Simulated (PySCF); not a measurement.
C2H2F3, multiplicity 2. Atoms are numbered in the order given.

```xyz
7

F     -1.6350    -0.5689     0.0000
C     -0.9130     0.6164     0.0000
C      0.5534     0.3707     0.0000
F      1.0683    -0.1773     1.0935
F      1.0683    -0.1773    -1.0935
H     -1.1782     1.1944    -0.8998
H     -1.1782     1.1944     0.8998
```
Charge 0, spin multiplicity 2.

The structure is a stationary point at B3LYP-D3(BJ)/def2-SVP. The isomer is the one that the SMILES or the coordinates give; other isomers of the formula were not compared. The values are those of a single conformer.

Method: PBE/def2-TZVP in PySCF.

ESP charges are fitted to the potential on shells at 1.4 to 2.0 van der Waals radii. Atomic charges (e):

```json
[
 {"atom": "F1", "Löwdin": "0.11", "Mulliken": "-0.19", "ESP fit": "-0.16", "meta-Löwdin": "-0.30", "Mulliken spin": "0.04"},
 {"atom": "C2", "Löwdin": "-0.36", "Mulliken": "-0.01", "ESP fit": "0.01", "meta-Löwdin": "[?]", "Mulliken spin": "0.02"},
 {"atom": "C3", "Löwdin": "-0.48", "Mulliken": "0.21", "ESP fit": "0.01", "meta-Löwdin": "0.42", "Mulliken spin": "0.81"},
 {"atom": "F4", "Löwdin": "0.23", "Mulliken": "-0.12", "ESP fit": "-0.04", "meta-Löwdin": "[?]", "Mulliken spin": "0.07"},
 {"atom": "F5", "Löwdin": "0.23", "Mulliken": "-0.12", "ESP fit": "-0.04", "meta-Löwdin": "[?]", "Mulliken spin": "0.07"},
 {"atom": "H6", "Löwdin": "0.14", "Mulliken": "0.12", "ESP fit": "0.11", "meta-Löwdin": "[?]", "Mulliken spin": "0.00"},
 {"atom": "H7", "Löwdin": "0.14", "Mulliken": "0.12", "ESP fit": "0.11", "meta-Löwdin": "[?]", "Mulliken spin": "0.00"}
]
```

### Question
What belongs in the gaps? (Estimate from the structure and the level; the computed values follow.)

### Answer

- C2, meta-Löwdin: 0.02
- F4, meta-Löwdin: -0.21
- F5, meta-Löwdin: -0.21
- H6, meta-Löwdin: 0.14
- H7, meta-Löwdin: 0.14

### Question
Give the Mayer and Wiberg (Löwdin basis) orders of the bonds. (The exact figures need the calculation; the answer reports its results.)

### Answer

```csv
bond,Mayer,Wiberg
F1–C2,1.02,1.67
C2–C3,1.05,1.38
C3–F4,1.16,1.89
C3–F5,1.16,1.89
C2–H6,0.94,0.87
C2–H7,0.94,0.87
```
